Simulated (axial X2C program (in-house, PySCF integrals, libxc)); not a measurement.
**LiCu: cheaper levels and CCSD(T), with spin–orbit coupling**

All values were computed with an in-house all-electron X2C program for linear molecules (integrals from PySCF). Two-component (2c) means X2C with spin–orbit coupling and atomic mean-field two-electron Coulomb and Gaunt terms. Basis: Cu dyall-cv3z [9s9p6d3f2g], Li dyall-cv3z [7s8p2d] (cores contracted in-house); Gaussian nuclei, density fitting, unrestricted open shells. Masses: Cu 62.930 u, Li 7.016 u.

State: Ω = 0 (closed shell); fragments Cu + Li.

| level | Re (Å) | ωe (cm⁻¹) | De (eV) |
| --- | --- | --- | --- |
| PBE0 | 2.280 | 386.8 | 1.72 |
| HF | 2.472 | 318.3 | n/a |
| MP2 | 2.268 | 396.4 | 1.59 |
| CCSD | 2.307 | 371.3 | 1.71 |
| M06 | 2.264 | 387.9 | 2.14 |

Correlated methods: 12 electrons correlated (number of frozen shells: Cu 3 s, 2 p; Li 1 s), 222 virtual spin orbitals or spinors in MP2, 90 natural virtuals in coupled cluster.

CCSD(T), same Hamiltonian and basis:

Re = 2.281 Å, ωe = 384.8 cm⁻¹, De = 1.87 eV; T1 = 0.037 (Lee–Taylor normalisation).

Question: Give the differences from CCSD(T) in the columns below.

Answer: 

| level | ΔRe (Å) | Δωe (cm⁻¹) | ΔDe (eV) |
| --- | --- | --- | --- |
| PBE0 | -0.001 | 2 | -0.15 |
| HF | 0.191 | -66 | n/a |
| MP2 | -0.013 | 12 | -0.28 |
| CCSD | 0.026 | -14 | -0.16 |
| M06 | -0.017 | 3 | 0.27 |

Occupations by symmetry block were frozen at the best pattern of an incomplete PBE0 search. The closed shell is kept restricted, so the energy runs too high when the bond is stretched far. Dissociation energies refer to the lowest single-determinant-based atoms at the same level and basis. De is not given where an atomic determinant may have missed its ground term or J level, or where the truncated virtual space spoils (T). Coupled cluster ran in a truncated set of natural virtual spinors; the MP2 energy of the rest was added. (T) has no such correction and the atoms are truncated less, which lowers De at CCSD(T) by a hundredth of an eV or more. The T1 diagnostic is large, a sign of multireference character.
